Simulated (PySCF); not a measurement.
Compound: trans-[OsO2(OH)4]2- (charge -2 and singlet state).
Bonds: Os1–O2, Os1–O3, Os1–O4, Os1–O6, Os1–O8, Os1–O10. Hydrogens: H5 on O4; H7 on O6; H9 on O8; H11 on O10.

Computed with PBE0-D3(BJ)/def2-SVP geometry optimisation, gas phase, def2 core potentials past Kr in PySCF.

Question: What internal coordinates does the optimisation give?

Answer: 
```tsv
bond	length (Å)
Os1–O2, Os1–O3	1.751
Os1–O4 and 3 like bonds	2.035
O4–H5 and 3 like bonds	0.965
```

Bonds in one row agree within 0.01 Å and their mean is given. A selection of angles:
```tsv
angle	degrees
O2–Os1–O3	180.0
O2–Os1–O4	90.0
O4–Os1–O6	180.0
O4–Os1–O8	90.0
Os1–O4–H5	100.3
```

Dihedral angles: H5–O4–Os1–O2 -90°; H7–O6–Os1–O2 -90°; H9–O8–Os1–O2 -90°; H11–O10–Os1–O2 -90°.

Os1 (osmium bonded to 6 O) is octahedral (the three widest angles are 180.0°, 180.0° and 180.0°, the others run from 90.0° to 90.1°). The O–Os distances run from 1.751 Å (Os1–O2) to 2.036 Å (Os1–O6), a spread of 0.285 Å.

Point group: C4h (tolerance 0.08 Å). No PBE0-D3(BJ)/def2-SVP frequencies stand behind this structure, so it isn't proved a minimum. Whether so highly charged an anion holds all its electrons in the gas phase wasn't checked; a finite basis holds them in any case. No counter-ion or solvent screens the charge of this multiply charged ion.

The run took 83 s of wall time on an Arm Neoverse V2 with one thread (shared host). These figures are those of the optimisation.
